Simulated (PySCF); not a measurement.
Isomers of C8H9FO, from PBE0-D3(BJ)/def2-SVP geometry optimisation, gas phase (PySCF 2.14.0). One conformer each, no zero-point energy, no frequencies.

Task: Which is lowest in electronic energy at this level?
A. `[CH3:1][CH2:2][c:3]1[cH:4][cH:5][cH:6][c:7]([OH:8])[c:9]1[F:10]` with C1–C2–C3–C4 -99°, C6–C7–O8–H 180°: A = 2027, B = 1174, C = 793.4 MHz, dipole 0.99 D
B. `[OH:1][CH2:2][C@H:3]([F:4])[c:5]1[cH:6][cH:7][cH:8][cH:9][cH:10]1` with H–O1–C2–C3 54°, O1–C2–C3–F4 -57°, C2–C3–C5–C6 95° (PhCHFCH2OH): A = 3153, B = 773.3, C = 682.3 MHz, dipole 1.58 D
C. `[CH3:1][C:2]1([c:3]2[c:4]([F:5])[c:6]2=[O:7])[CH2:8][CH2:9][CH2:10]1` with C1–C2–C3–C4 -2°, C1–C2–C8–C9 97°, C2–C8–C9–C10 18°, C8–C9–C10–C2 -18°, C1–C2–C10–C9 -97°: A = 2065, B = 954.2, C = 730.2 MHz, dipole 4.10 D
D. `[CH3:1][O:2][CH2:3][c:4]1[cH:5][cH:6][c:7]([F:8])[cH:9][cH:10]1` with C1–O2–C3–C4 -70°, O2–C3–C4–C5 141°: A = 3447, B = 706.4, C = 651.9 MHz, dipole 1.32 D
E. `[CH:1]#[C:2][C@@H:3]1[CH2:4][C@@H:5]([F:6])/[C:7]1=[CH:8]\[O:9][CH3:10]` with C7–C8–O9–C10 -6°: A = 1920, B = 982.0, C = 708.1 MHz, dipole 0.82 D
F. `[CH3:1][CH2:2][O:3][c:4]1[cH:5][cH:6][cH:7][cH:8][c:9]1[F:10]` with C1–C2–O3–C4 -79°, C2–O3–C4–C5 -5° (2-fluorophenetole): A = 2183, B = 1042, C = 751.8 MHz, dipole 2.42 D

Result: A. That is `CCc1cccc(O)c1F`, 8.2 kcal/mol below the next.

```tsv
SMILES	mapped SMILES	E (Eh)	relative (kcal/mol)	relative (kJ/mol)	dipole (D)
CCc1cccc(O)c1F	[CH3:1][CH2:2][c:3]1[cH:4][cH:5][cH:6][c:7]([OH:8])[c:9]1[F:10]	-484.46073	0.0	0.0	0.99
OC[C@H](F)c1ccccc1	[OH:1][CH2:2][C@H:3]([F:4])[c:5]1[cH:6][cH:7][cH:8][cH:9][cH:10]1	-484.44767	8.2	34.3	1.58
CCOc1ccccc1F	[CH3:1][CH2:2][O:3][c:4]1[cH:5][cH:6][cH:7][cH:8][c:9]1[F:10]	-484.43894	13.7	57.2	2.42
COCc1ccc(F)cc1	[CH3:1][O:2][CH2:3][c:4]1[cH:5][cH:6][c:7]([F:8])[cH:9][cH:10]1	-484.43367	17.0	71.0	1.32
CC1(c2c(F)c2=O)CCC1	[CH3:1][C:2]1([c:3]2[c:4]([F:5])[c:6]2=[O:7])[CH2:8][CH2:9][CH2:10]1	-484.34446	73.0	305.3	4.10
C#C[C@@H]1C[C@@H](F)/C1=C\OC	[CH:1]#[C:2][C@@H:3]1[CH2:4][C@@H:5]([F:6])/[C:7]1=[CH:8]\[O:9][CH3:10]	-484.30713	96.4	403.3	0.82
```

As drawn, the lowest has an aromatic ring and an O–H bond, which the highest lacks; the highest has a four-membered ring, a C≡C bond and a C=C bond outside aromatic rings, which the lowest lacks.
